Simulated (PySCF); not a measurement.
Computed shifts of a molecule C3H6OSi, KT2/pcSseg-1 in PySCF, GIAO, gas phase, atoms alike by connectivity averaged where their shifts nearly agree, in ppm (number of nuclei): ¹³C: 94.1 (1), 83.7 (1), 1.5 (1). ²⁹Si: -25.4 (1). ¹H: 5.51 (1), 2.86 (1), 1.18 (1), 0.70 (3). References: ¹³C against TMS (σ = 185.1 ppm); ²⁹Si against TMS (σ = 361.9 ppm); ¹⁷O against H2O (σ = 330.4 ppm); ¹H against TMS (σ = 31.47 ppm), references at their B3LYP-D3(BJ)/def2-TZVP geometries, non-relativistic. The structure is a stationary point at r2SCAN-D4/def2-SVP. The values are those of a single conformer.

Q: Which molecule gave these data?
A) C=C[SiH2]C=O
B) C1=CO[SiH2]C1
C) C=C1C[SiH2]O1
D) C#C[Si@@H](C)O

A: D, C#C[Si@@H](C)O
